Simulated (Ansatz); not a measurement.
`[CH3][GeH2][B](O)O` + `CO[Si](Cl)(Cl)Cl` → `OB(O)O[Si](Cl)(Cl)Cl` + `[CH3][GeH2][CH3]`  (redistribution)

Computed with Ansatz on PBE0-D4/def2-TZVP structures; ΔE is electronic, products minus reactants. CCSD(T)/CBS adds triple-zeta CCSD(T) − MP2 to the extrapolated MP2 energy (def2 sets, frozen cores). For Ge outer-core shells are correlated without core-valence functions, which leaves a few kJ/mol of doubt a bond. Scalar relativity is left out up to krypton. One conformer a species, not always the lowest.

```csv
level,ΔE (kJ/mol)
MP2/def2-TZVPP,-232.3
CCSD/CBS(def2),-226.9
```

(1) What does CCSD(T)/CBS give? (An estimate is asked.)

Largest T1 diagnostic among the species: 0.012.

## Answers

(1) The calculation gave: -223.4 kJ/mol. The listed levels differ from it by -8.9, -3.5 kJ/mol.

From PBE to PBE0 (25 % exact exchange), in def2-TZVPP and without D4, ΔE moves by −12.9 kJ/mol. In def2-TZVPP, CCSD(T) changes the Hartree–Fock value by +17.6 kJ/mol (the triples alone add +3.6 kJ/mol) and MP2 by +11.1 kJ/mol.
